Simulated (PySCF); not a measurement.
Potential energy of AsF along the bond

Set-up: As aug-pcseg-1, F aug-pcseg-1; no relativity (PySCF 2.14). Energies in eV from As + F in their ground configurations at the same level. State: ³Σ⁻ (triplet), unpaired electrons π ↑↑.

All columns are CAM-B3LYP. A positive dipole means As(−)F(+).

```
R (Å)  E (eV)  μ (D)  Mulliken charge on As (basis-dependent)  HOMO (eV)  LUMO (eV)  Mayer bond order  ⟨S²⟩
1.539  -3.083  -0.49                                     0.62      -7.61      -1.59              0.30  2.00
1.611  -3.741  -0.93                                     0.62      -7.82      -1.76              0.36  2.00
1.683  -4.099  -1.37                                     0.62      -8.01      -1.93              0.41  2.00
1.736  -4.223  -1.70                                     0.62      -8.15      -2.05              0.44  2.00
1.790  -4.254  -2.02                                     0.62      -8.29      -2.17              0.47  2.00
1.844  -4.215  -2.33                                     0.61      -8.42      -2.29              0.49  2.00
1.915  -4.082  -2.75                                     0.61      -8.59      -2.43              0.52  2.00
2.005  -3.828  -3.25                                     0.60      -8.80      -2.61              0.55  2.00
2.112  -3.448  -3.82                                     0.60      -9.02      -2.81              0.59  2.00
2.255  -2.892  -4.54                                     0.59      -9.29      -3.05              0.62  2.01
```

A fit through these points gives, at Re = 1.785 Å, μ = -1.99 D and dμ/dR = -5.94 D/Å; the reduced mass is 15.16 u.

How strong is the fundamental in the double-harmonic approximation, I = 42.26·(dμ/dR)²/μred km/mol?

I = 42.26·(-5.94)²/15.16 = 98.4 km/mol at CAM-B3LYP.

Spin–orbit coupling is left out. The state is the lowest determinant that a PBE0 search found; another state may lie lower at other levels.
